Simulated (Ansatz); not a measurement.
Mo₃Se₅. The state is a singlet with charge 0. Geometry PBE-D4/def2-SVP; atoms count from 1.

Cartesian coordinates in Å:
```
Mo 0.3436 0.1813 1.5849
Mo 0.1137 1.6222 -0.1435
Mo -0.3872 -0.9799 -0.7653
Se 0.1926 -2.6374 -2.2213
Se 0.9153 2.5780 2.0268
Se -1.7570 0.8824 -1.5622
Se -1.3639 -1.5819 1.3938
Se 1.9430 -0.0646 -0.3131
```

In the def2 sets Mo takes a core potential; there is no spin–orbit coupling. The restricted singlet is unstable towards broken spin symmetry in Hartree–Fock (as tested in another run); at PBE0-D4/def2-TZVP this wasn't settled. The structure comes from a short search, and lower isomers may exist.

Estimate the Mulliken populations from the PBE0/def2-TZVP orbitals of Ansatz.


```csv
atom,charge (e),d electrons
Mo1,0.54,4.55
Mo2,0.54,4.55
Mo3,0.51,4.54
Se4,-0.34,–
Se5,-0.43,–
Se6,-0.34,–
Se7,-0.34,–
Se8,-0.12,–
```
Mulliken values depend strongly on the basis.

And the Mayer bond orders between heavy atoms (over 0.3)?

Mo1–Mo2 2.16 (2.26 Å); Mo1–Mo3 0.60 (2.72 Å); Mo1–Se5 1.03 (2.50 Å); Mo1–Se7 1.12 (2.46 Å); Mo1–Se8 0.95 (2.49 Å); Mo2–Mo3 0.60 (2.72 Å); Mo2–Se5 1.03 (2.50 Å); Mo2–Se6 1.12 (2.46 Å); Mo2–Se8 0.95 (2.49 Å); Mo3–Se4 1.93 (2.28 Å); Mo3–Se6 1.12 (2.45 Å); Mo3–Se7 1.12 (2.44 Å); Mo3–Se8 0.76 (2.54 Å).
